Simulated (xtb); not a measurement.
Si(Cl)3(OMe) (CH3Cl3OSi), SMILES CO[Si](Cl)(Cl)Cl. All values are semi-empirical tight-binding results from xtb (GFN2-xTB unless named), good for trends rather than for accurate numbers. Coordinates come from a GFN2-xTB optimisation. Other conformers were not sampled.

Estimate the properties. (The exact figures need the calculation; the answer reports its results.)


| Item | Result |
|---|---|
| point group as xtb finds it | Cs |
| orbital gap | 7.23 eV |
| dipole moment | 2.59 D |
| zero-point energy | 28.9 kcal/mol |
| G − E(el) at 298.15 K (modified RRHO) | 6.6 kcal/mol |
| static polarisability (D4 model) | 90.0 bohr³ |
| solvation energy, GFN2-xTB/ALPB(water) | -1.4 kcal/mol |
| solvation energy, GFN2-xTB/ALPB(acetonitrile) | -5.1 kcal/mol |
